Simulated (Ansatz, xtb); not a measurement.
# C4H11B2N: which of two isomers lies lower

Structure I: `CBNB/C=C\C`, a singlet. Structure II: `CBNB/C=C/C`, a singlet. Both are isolated molecules in the gas phase, relaxed with B3LYP/def2-SVP, each in the lowest conformer that the search found.

I (Å):

```xyz
18

C    -3.8601   -0.9785    1.3931
C     0.7098    0.2570   -0.7657
C     2.0074    0.1624   -1.1358
C     2.9672   -0.9497   -0.8442
B    -2.3608   -1.3679    1.1165
B    -0.0992   -0.7779    0.0596
N    -1.4744   -0.5360    0.3740
H    -4.5310   -1.7681    1.0080
H    -4.0451   -0.9513    2.4827
H    -4.1820   -0.0142    0.9655
H    -1.9153   -2.4099    1.5405
H    -1.8681    0.3383    0.0252
H     0.3837   -1.8071    0.4631
H     0.1948    1.1724   -1.0954
H     2.4398    0.9859   -1.7232
H     3.3602   -1.3732   -1.7857
H     3.8452   -0.5643   -0.2957
H     2.5156   -1.7599   -0.2574
```

II (Å):

```yaml
atoms:
  - { symbol: C, position_ang: [-3.1244, -1.6434, 2.6353] }
  - { symbol: C, position_ang: [0.3585, -0.3004, -1.0161] }
  - { symbol: C, position_ang: [1.6045, -0.0799, -1.4860] }
  - { symbol: C, position_ang: [1.9737, 0.3535, -2.8701] }
  - { symbol: B, position_ang: [-1.6212, -1.4119, 2.2310] }
  - { symbol: B, position_ang: [0.0923, -0.7533, 0.4404] }
  - { symbol: N, position_ang: [-1.2320, -0.9923, 0.9268] }
  - { symbol: H, position_ang: [-3.2608, -2.6806, 2.9924] }
  - { symbol: H, position_ang: [-3.3842, -1.0054, 3.4998] }
  - { symbol: H, position_ang: [-3.8602, -1.4557, 1.8353] }
  - { symbol: H, position_ang: [-0.7396, -1.5904, 3.0402] }
  - { symbol: H, position_ang: [-1.9890, -0.8466, 0.2590] }
  - { symbol: H, position_ang: [1.0145, -0.9164, 1.2048] }
  - { symbol: H, position_ang: [-0.4750, -0.1460, -1.7201] }
  - { symbol: H, position_ang: [2.4465, -0.2302, -0.7957] }
  - { symbol: H, position_ang: [2.5394, 1.3022, -2.8464] }
  - { symbol: H, position_ang: [1.0902, 0.4904, -3.5120] }
  - { symbol: H, position_ang: [2.6412, -0.3862, -3.3475] }
```

Q: Estimate which is lower in electronic energy at CCSD(T)/def2-SVP + ΔMP2/def2-TZVPP, and by roughly how much.

A: The CCSD(T)/def2-SVP + ΔMP2/def2-TZVPP calculation puts structure II lower, by 1.71 kcal/mol.

How the difference moves with the method:

| level | geometry | E(II) − E(I) (kcal/mol) | departure from the last row (kcal/mol) | job, with rough time for the two |
| --- | --- | --- | --- | --- |
| GFN2-xTB | GFN2-xTB | −1.32 | +0.38 | optimisation, 0.38 s |
| HF/STO-3G | GFN2-xTB | −2.13 | −0.43 | single point, 0.36 s |
| r2SCAN-D4/def2-SVP | GFN2-xTB | −1.61 | +0.10 | single point, 3.9 s |
| B3LYP/def2-SVP | B3LYP/def2-SVP | −1.87 | −0.16 | optimisation, 45 s |
| HF/def2-SVP | B3LYP/def2-SVP | −2.34 | −0.64 | part of the CCSD(T) run |
| MP2/def2-SVP | B3LYP/def2-SVP | −1.96 | −0.25 | part of the CCSD(T) run |
| CCSD(T)/def2-SVP | B3LYP/def2-SVP | −1.85 | −0.14 | single point |
| CCSD(T)/def2-SVP + ΔMP2/def2-TZVPP | B3LYP/def2-SVP | −1.71 |  | single point, 95 s |

As drawn, both hold the same kinds of bond in the same numbers.

None of the levels shown reverses the order. The largest departure from CCSD(T)/def2-SVP + ΔMP2/def2-TZVPP is that of HF/def2-SVP, 0.64 kcal/mol. The last row adds to CCSD(T) the change of the MP2 difference between the two basis sets, here +0.14 kcal/mol.

With thermal terms from frequencies at re-optimised GFN2-xTB minima (ideal gas, soft modes damped towards free rotors, one conformer each, 298.15 K, 1 atm): on the last row, ΔE + ΔZPE = −1.83, ΔH = −1.78, ΔG = −1.85 kcal/mol.

The correlated steps freeze 7 core orbitals. Codes used: Ansatz 0.2.0, xtb 6.7.1; the last row on 4 threads of Arm Neoverse V1 on a shared host.
